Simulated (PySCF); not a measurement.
Magnesium: highly charged ions in a basis for the neutral atom

Mg⁸⁺ [He] 2s2, Mg⁹⁺ [He] 2s1. Calculation: PySCF 2.14, in aug-cc-pVDZ (5s4p2d, 27 functions); the non-relativistic Hamiltonian (point nucleus). No spin-orbit coupling, so a gap to NIST mixes the basis error with missing relativistic terms.

Changed run: basis of the neutral atom used for a highly charged ion. This setting is unsound on purpose.

| species | method | sound run (hartree) | changed run (hartree) | converged |
| --- | --- | --- | --- | --- |
| Mg⁸⁺ | UHF | not run | -161.32321 | yes |
| Mg⁸⁺ | M06-2X | not run | -161.46959 | yes |
| Mg⁸⁺ | PBE0 | not run | -161.35264 | yes |
| Mg⁹⁺ | UHF | not run | -149.63483 | yes |
| Mg⁹⁺ | M06-2X | not run | -149.69615 | yes |
| Mg⁹⁺ | PBE0 | not run | -149.60282 | yes |

Ionisation energy of Mg⁸⁺:

```json
{"method": "UHF", "changed run (eV)": "318.06", "NIST (eV)": "327.99"}
{"method": "M06-2X", "changed run (eV)": "320.37", "NIST (eV)": "327.99"}
{"method": "PBE0", "changed run (eV)": "319.73", "NIST (eV)": "327.99"}
```

The contracted functions were made for the neutral atom and can be too rigid for a highly charged ion.
